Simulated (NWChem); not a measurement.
SiN2H4F2; SMILES [Si](N)(N)(F)F

```xyz
9

N     -0.2432    -1.3648     0.9917
Si     0.0000     0.0000     0.0058
N      0.2432     1.3648     0.9917
F      1.2664    -0.0315    -0.9869
F     -1.2664     0.0315    -0.9869
H     -0.7083    -2.1875     0.6308
H      0.4121    -1.5880     1.7289
H      0.7083     2.1875     0.6308
H     -0.4121     1.5880     1.7289
```
Atoms are numbered in this order, from 1.

Results from NWChem. Pople sets run with spherical d functions. Geometry: optimised at B3LYP/6-31G* (spherical d). Atomic charges in e: unrestrained fits to the electrostatic potential beside Mulliken populations; buried atoms are poorly determined by the fit.

For level Hartree-Fock/6-31G*:

| Item | Result |
|---|---|
| ESP N1 | -1.12 |
| Mulliken N1 | -1.07 |
| ESP Si2 | 1.52 |
| Mulliken Si2 | 1.65 |
| ESP N3 | -1.12 |
| Mulliken N3 | -1.07 |
| Mulliken F4 | -0.53 |
| Mulliken F5 | -0.53 |

### Question
How do the values read with level B3LYP/def2-SVP instead?

### Answer
The ESP N1 comes out as -0.94 and the Mulliken N1 is -0.36. The ESP Si2 is 1.27, the Mulliken Si2 is 0.89 and the ESP N3 comes out as -0.94. The Mulliken N3 is -0.36 and the Mulliken F4 comes out as -0.34. The Mulliken F5 is -0.34.
